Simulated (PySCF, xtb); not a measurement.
B(Cl)(F)(SiH3) (BClFH3Si), SMILES FB([SiH3])Cl.

Geometry optimised at B3LYP-D3(BJ)/def2-SVP.

These are C-PCM-M06-2X/def2-SVP in PySCF values and carry that method's errors.

The values are the electrostatic part of the solvation free energy, E(continuum) − E(gas) at the gas-phase geometry, in a cavity of scaled van der Waals radii (PySCF's table); cavitation and dispersion terms are not included. In vacuum the orbital gap is 9.23 eV. The dipole moment in vacuum is 0.69 D.

Question: Estimate the values in water (ε = 78.36), methanol (ε = 32.61), chlorobenzene (ε = 5.70). (The exact figures need the calculation; the answer reports its results.)

Answer: 
```
solvent            ε  ΔG(elec) (kcal/mol)  dipole (D)  gap (eV)
-------------  -----  -------------------  ----------  --------
water          78.36                 -1.1        0.84      9.30
methanol       32.61                 -1.1        0.84      9.30
chlorobenzene   5.70                 -0.9        0.81      9.29
```

For comparison, GFN2-xTB/ALPB(water) (xtb, at the GFN2-xTB geometry, all terms of that model) gives -0.6 kcal/mol.
